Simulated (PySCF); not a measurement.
Calculated molecular-ion clusters (M+•, centroid m/z and relative intensity) of several compounds:

1. 136.0341 (100.0), 137.0372 (9.5), 138.0308 (4.9), 139.0336 (0.4)
2. 140.0944 (100.0), 141.0973 (8.5), 142.0995 (0.5)
3. 184.0108 (100.0), 185.0139 (10.6), 186.0078 (37.0), 187.0109 (3.9), 188.0048 (1.6)
4. 138.0495 (100.0), 139.0514 (12.8), 140.0479 (4.2), 141.0507 (0.3)

Lines and terms under 0.3 % are left out. Candidates, as SMILES:
A. `C=CC1=CC(SC)=CC(Cl)=C1`
B. `C#C[C@@H]1C=CC[Si@@H]1OC`
C. `C=C(C)[C@@H](/C=N/C)NC=O`
D. `C=Cc1ccccc1S`

Q: Match clusters and compounds, and give each formula.

A: 
1 = D, C8H8S, monoisotopic mass of the neutral 136.0347 u; relative to that species, one 13C gives 8.7 % at +1, one 33S gives 0.8 % at +1 and one 34S gives 4.5 % at +2.
2 = C, C7H12N2O, monoisotopic mass of the neutral 140.0950 u; relative to that species, one 13C gives 7.6 % at +1 and one 15N gives 0.7 % at +1.
3 = A, C9H9ClS, monoisotopic mass of the neutral 184.0113 u; relative to that species, one 13C gives 9.7 % at +1, one 33S gives 0.8 % at +1, one 37Cl gives 32.0 % at +2 and one 34S gives 4.5 % at +2.
4 = B, C7H10OSi, monoisotopic mass of the neutral 138.0501 u; relative to that species, one 13C gives 7.6 % at +1, one 29Si gives 5.1 % at +1 and one 30Si gives 3.3 % at +2.

Q: What is the mean mass of the whole cluster 1, and how does it compare with the molar mass?

A: 136.215 u over all lines, faint ones too (the ion lacks one electron, 0.0005 u); standard atomic weights give 136.212 g/mol for C8H8S.

Q: Give the exact less the nominal mass of each, in mDa.

A: C9H9ClS +11.3, C7H10OSi +50.1, C7H12N2O +95.0, C8H8S +34.7 (neutral, monoisotopic).

Abundances used (%; other tables differ somewhat): 12C 98.93, 13C 1.07; 32S 94.93, 33S 0.76, 34S 4.29, 36S 0.02; 1H 99.9885, 2H 0.0115; 14N 99.632, 15N 0.368; 16O 99.757, 17O 0.038, 18O 0.205; 35Cl 75.78, 37Cl 24.22; 28Si 92.2297, 29Si 4.6832, 30Si 3.0872.
